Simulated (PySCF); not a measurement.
ethenoxy(methyl)silane (C3H8OSi), SMILES C=CO[SiH2]C.

Coordinates come from a B3LYP-D3(BJ)/def2-SVP optimisation. One conformer was computed; it need not be the lowest.

Level of theory: TDDFT-B3LYP/def2-SVPD (PySCF).

Vertical excitations. Isolated molecule, no solvent. State labels are in the subgroup Cs.

```csv
state,symmetry,energy (eV),λ (nm),f,main pairs
S1,A",6.12,203,0.008,HOMO→LUMO+2 98 %
S2,A",6.21,199,0.002,HOMO→LUMO 97 %
S3,A",6.56,189,0.028,HOMO→LUMO+3 95 %
S4,A',6.86,181,0.279,HOMO→LUMO+1 94 %
S5,A",6.89,180,0.000,HOMO→LUMO+4 94 %
S6,A",7.53,165,0.001,HOMO→LUMO+5 94 %
S7,A",7.75,160,0.012,HOMO→LUMO+6 95 %
S8,A",7.81,159,0.000,HOMO−1→LUMO+1 86 %
S9,A',7.99,155,0.007,"HOMO→LUMO+7 71 %, HOMO→LUMO+8 12 %"
S10,A',8.08,153,0.019,"HOMO−1→LUMO+2 41 %, HOMO→LUMO+8 26 %, HOMO→LUMO+7 25 %"
T1,A',4.33,286,0,HOMO→LUMO+1 96 %
T2,A",5.98,207,0,HOMO→LUMO+2 96 %
T3,A",6.18,201,0,HOMO→LUMO 95 %
T4,A",6.45,192,0,HOMO→LUMO+3 92 %
```
Triplets are in the Tamm–Dancoff approximation, which puts them higher than full response would, so one can lie above its singlet here.
